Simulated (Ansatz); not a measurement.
Reaction (SMILES): C=C1CCCCC1 → C=C1C[CH]CCC1 + H atom (the C-H bond at the site shown breaks; other sites are not compared here)
Each molecule is optimised on its own at B3LYP-D3(BJ)/def2-TZVP (Ansatz, a first-principles code), one conformer each, not searched for the lowest.

Property: bond dissociation energy (electronic energy difference), in kcal/mol. Correlated levels leave the core frozen unless marked. Open shells are spin-unrestricted. No spin-orbit coupling. Non-relativistic unless marked X2C. CBS marks a two-point X^-3 extrapolation of the correlation energy; Hartree-Fock from the larger set. The bracket is a focal-point correction in the basis named.

```
level                                                     program  bond dissociation energy (kcal/mol)
-------------------------------------------------  --------------  -----------------------------------
SVWN5/def2-TZVPD                                           Ansatz                                112.7
PBE-D4/def2-TZVPD                                  Ansatz + dftd4                                    ?
BLYP-D4/def2-TZVPD                                 Ansatz + dftd4                                    ?
B97M-V/def2-TZVPD                                          Ansatz                                    ?
B3LYP-D4/def2-TZVPD                                Ansatz + dftd4                                103.8
PBE0/def2-TZVP                                             Ansatz                                101.7
BHLYP/def2-TZVPD                                           Ansatz                                    ?
r2SCANh-D4/def2-TZVPD                              Ansatz + dftd4                                100.6
LC-wPBE-D3(BJ)/def2-TZVPD                          Ansatz + dftd3                                102.4
wB97M-V/def2-TZVPD                                         Ansatz                                106.2
SCS-MP2/6-31G*                                             Ansatz                                101.1
CCSD/6-31G                                                 Ansatz                                 95.7
X2C-CCSD(T)/cc-pVTZ-DK                                     Ansatz                                106.3
CCSD(T) with core electrons/cc-pwCVTZ                      Ansatz                                106.4
RI-MP2/CBS(cc-pVTZ,cc-pVQZ)+[CCSD(T)-MP2]/cc-pVTZ          Ansatz                                107.7
```

Q: What belongs in the gaps?

A: 
- PBE-D4/def2-TZVPD, bond dissociation energy (kcal/mol): 101.6
- BLYP-D4/def2-TZVPD, bond dissociation energy (kcal/mol): 102.1
- B97M-V/def2-TZVPD, bond dissociation energy (kcal/mol): 103.9
- BHLYP/def2-TZVPD, bond dissociation energy (kcal/mol): 102.6
